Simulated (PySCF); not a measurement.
Bonds (- single, = double, # triple, : aromatic): C1#C2, C2-C3, C3:C4, C4:C5, C5:C6, C6:C7, C7:O8, O8:C9, C9:C10, C10:C11, C11:C3, C11:C7. C1 carries H12; C4 carries H13; C5 carries H14; C6 carries H15; C9 carries H16; C10 carries H17.

Single conformer, relativity neglected, gas phase. NMR shieldings at PBE0/pcSseg-1/GIAO; structure optimised with GFN2-xTB; PySCF.

References, each an isolated molecule treated in the same way: 13C vs TMS.

Question: Do the 13C shifts follow the atomic charges (in e)? Tabulate both.

Answer: 
| atoms | hybridisation | δ (ppm) | σ para (ppm) | Hirshfeld | IAO | Mulliken | ESP-fitted |
| --- | --- | --- | --- | --- | --- | --- | --- |
| C7 | sp2 | 160.5 | -232 | +0.06 | +0.18 | +0.26 | +0.34 |
| C9 | sp2 | 151.4 | -216 | +0.03 | +0.03 | +0.19 | +0.08 |
| C11 | sp2 | 137.5 | -206 | -0.02 | -0.03 | -0.13 | +0.21 |
| C4 | sp2 | 134.4 | -194 | -0.05 | -0.15 | -0.01 | -0.21 |
| C5 | sp2 | 128.3 | -195 | -0.05 | -0.16 | -0.07 | -0.16 |
| C3 | sp2 | 118.8 | -186 | +0.00 | -0.02 | -0.22 | -0.05 |
| C6 | sp2 | 117.6 | -182 | -0.06 | -0.17 | -0.04 | -0.34 |
| C10 | sp2 | 113.5 | -174 | -0.08 | -0.23 | -0.11 | -0.53 |
| C1 | sp | 90.7 | -165 | -0.11 | -0.24 | -0.41 | -0.47 |
| C2 | sp | 87.1 | -146 | -0.04 | -0.02 | +0.45 | +0.10 |

Correlation coefficients of δ with charge over these carbons: Hirshfeld +0.77, IAO +0.62, Mulliken +0.22, ESP-fitted +0.56; with the paramagnetic shielding -0.98. Among the 8 sp2 carbons alone: Hirshfeld +0.83, IAO +0.85, Mulliken +0.85, ESP-fitted +0.84. With so few points, grouped by hybridisation, these coefficients are fragile. Charge is one influence among several: hybridisation and low-lying excitations act through the paramagnetic term.

Shifts are as computed. Against solution values, carbons near 30 ppm lie about +3 ppm off and those near 130 ppm about +5 ppm. Of 1211 compounds with measured shifts, 218 miss one by over three times the rms of a fit or turn the order of signals round; such compounds aren't used in these exercises.
